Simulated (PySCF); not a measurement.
H₂Cl₂GeS₂ (SMILES [SH][Ge]([SH])([Cl])[Cl]), singlet, at a GFN2-xTB geometry, atoms displaced at random by about 0.08 Å a coordinate; PBE/STO-3G, gradient run with PySCF.

Here is a job for PySCF.
```python
from pyscf import gto, scf, dft

mol = gto.M(
    atom='''
S     0.24202399    1.66247098   -1.29401617
Ge   -0.05805265    0.05008548    0.05468558
S     1.89115224   -0.73554573    0.75460589
Cl   -1.00082755   -1.72599401   -1.10470996
Cl   -1.43792594    0.46608745    1.66786689
H     0.88588670    2.45373641   -0.61762333
H     2.63863596   -0.78687643   -0.52941434
''',
    basis='sto-3g',
    verbose=4,
)

mf = dft.RKS(mol)
mf.xc = 'pbe'
mf.grids.level = 1
mf.kernel()
g = mf.nuc_grad_method()
g.grid_response = False
grad = g.kernel()
```

The log (banner, timings and long lists left out):

```
PySCF version 2.14.0

[INPUT] verbose = 4
[INPUT] num. atoms = 7
[INPUT] num. electrons = 100
[INPUT] charge = 0
[INPUT] spin (= nelec alpha-beta = 2S) = 0
[INPUT] symmetry False subgroup None
[INPUT] Mole.unit = angstrom
[INPUT] Symbol           X                Y                Z      unit          X                Y                Z       unit  Magmom
[INPUT]  1 S      0.242023990000   1.662470980000  -1.294016170000 AA    0.457359056674   3.141614842237  -2.445336162059 Bohr   0.0
[INPUT]  2 Ge    -0.058052650000   0.050085480000   0.054685580000 AA   -0.109703609305   0.094647840017   0.103340769163 Bohr   0.0
[INPUT]  3 S      1.891152240000  -0.735545730000   0.754605890000 AA    3.573759793458  -1.389979981793   1.425998464084 Bohr   0.0
[INPUT]  4 Cl    -1.000827550000  -1.725994010000  -1.104709960000 AA   -1.891289967419  -3.261655971540  -2.087599271479 Bohr   0.0
[INPUT]  5 Cl    -1.437925940000   0.466087450000   1.667866890000 AA   -2.717286214008   0.880777630597   3.151811634330 Bohr   0.0
[INPUT]  6 H      0.885886700000   2.453736410000  -0.617623330000 AA    1.674083240395   4.636889796773  -1.167138941842 Bohr   0.0
[INPUT]  7 H      2.638635960000  -0.786876430000  -0.529414340000 AA    4.986299306829  -1.486980946575  -1.000448109017 Bohr   0.0

nuclear repulsion = 785.609206224653
number of shells = 30
number of NR pGTOs = 168
number of NR cGTOs = 56
basis = sto-3g
ecp = {}

******** <class 'pyscf.dft.rks.RKS'> ********
method = RKS
initial guess = minao
damping factor = 0
level_shift factor = 0
DIIS = <class 'pyscf.scf.diis.CDIIS'>
diis_start_cycle = 1
diis_space = 8
diis_damp = 0
SCF conv_tol = 1e-09
SCF conv_tol_grad = None
SCF max_cycles = 50
direct_scf = True
direct_scf_tol = 1e-13
XC library pyscf.dft.libxc version 7.1.2
    S. Lehtola, C. Steigemann, M. J. T. Oliveira, and M. A. L. Marques,  SoftwareX 7, 1–5 (2018)
XC functionals = pbe
    J. P. Perdew, K. Burke, and M. Ernzerhof,  Phys. Rev. Lett. 77, 3865 (1996)
    J. P. Perdew, K. Burke, and M. Ernzerhof,  Phys. Rev. Lett. 78, 1396 (1997)
    J. P. Perdew, K. Burke, and M. Ernzerhof,  Phys. Rev. Lett. 77, 3865 (1996)
    J. P. Perdew, K. Burke, and M. Ernzerhof,  Phys. Rev. Lett. 78, 1396 (1997)
radial grids:
    Treutler-Ahlrichs [JCP 102, 346 (1995); DOI:10.1063/1.469408] (M4) radial grids

becke partition: Becke, JCP 88, 2547 (1988); DOI:10.1063/1.454033
pruning grids: <function nwchem_prune>
grids dens level: 1
symmetrized grids: False
atomic radii adjust function: <function treutler_atomic_radii_adjust>
small_rho_cutoff = 0
Set gradient conv threshold to 3.16228e-05
Initial guess from minao.
tot grids = 37624
init E= -3748.25989937695
  HOMO = -0.439307960142556  LUMO = -0.332752745124725  gap/eV = 2.89952
cycle= 1 E= -3751.04181947972  delta_E= -2.78  |g|= 0.413  |ddm|= 3.57
  HOMO = 0.0472165789490961  LUMO = 0.0604450137626195  gap/eV = 0.35996
cycle= 2 E= -3749.27796101275  delta_E= 1.76  |g|=  3.1  |ddm|= 4.19
  HOMO = -0.0854890346047112  LUMO = 0.0403979280984012  gap/eV = 3.42556
cycle= 3 E= -3751.09414948833  delta_E= -1.82  |g|= 0.25  |ddm|=  3.3
  HOMO = -0.117183523385447  LUMO = 0.00882497675751254  gap/eV = 3.42887
cycle= 4 E= -3751.13262829206  delta_E= -0.0385  |g|= 0.0476  |ddm|= 0.869
  HOMO = -0.120387459218146  LUMO = 0.0102564284567097  gap/eV = 3.55500
cycle= 5 E= -3751.13382448941  delta_E= -0.0012  |g|= 0.0188  |ddm|= 0.17
  HOMO = -0.122410263598888  LUMO = 0.0108177566689645  gap/eV = 3.62532
cycle= 6 E= -3751.13398780342  delta_E= -0.000163  |g|= 0.00431  |ddm|= 0.0548
  HOMO = -0.121420222945956  LUMO = 0.0107444926341901  gap/eV = 3.59639
cycle= 7 E= -3751.13399877603  delta_E= -1.1e-05  |g|= 0.00111  |ddm|= 0.0161
  HOMO = -0.121530546454542  LUMO = 0.0107163974532895  gap/eV = 3.59862
cycle= 8 E= -3751.1339995142  delta_E= -7.38e-07  |g|= 0.000137  |ddm|= 0.00344
  HOMO = -0.12153360748333  LUMO = 0.0107196865626537  gap/eV = 3.59880
cycle= 9 E= -3751.1339995272  delta_E= -1.3e-08  |g|= 2.33e-05  |ddm|= 0.000501
  HOMO = -0.121537071141918  LUMO = 0.0107201118090528  gap/eV = 3.59890
cycle= 10 E= -3751.13399952749  delta_E= -2.91e-10  |g|= 5.7e-06  |ddm|= 8.57e-05
  HOMO = -0.121535640587464  LUMO = 0.010719932367146  gap/eV = 3.59886
Extra cycle  E= -3751.13399952748  delta_E= 4.55e-12  |g|= 6.35e-06  |ddm|= 4.22e-05
converged SCF energy = -3751.13399952748

******** <class 'pyscf.grad.rks.Gradients'> for <class 'pyscf.dft.rks.RKS'> ********
unit = Eh/Bohr
grid_response = False
--------------- RKS gradients ---------------
         x                y                z
0 S     0.0752962641     0.0695378860     0.0935762112
1 Ge    -0.0125494019     0.0280368957     0.0067125816
2 S    -0.0160975089     0.0026300106     0.0270278960
3 Cl    -0.0092382542    -0.0275658578    -0.0139566925
4 Cl    -0.0063132569     0.0028728745     0.0029589397
5 H    -0.0644827018    -0.0703122356    -0.0791056205
6 H     0.0338652431    -0.0063279659    -0.0377119723
----------------------------------------------
```
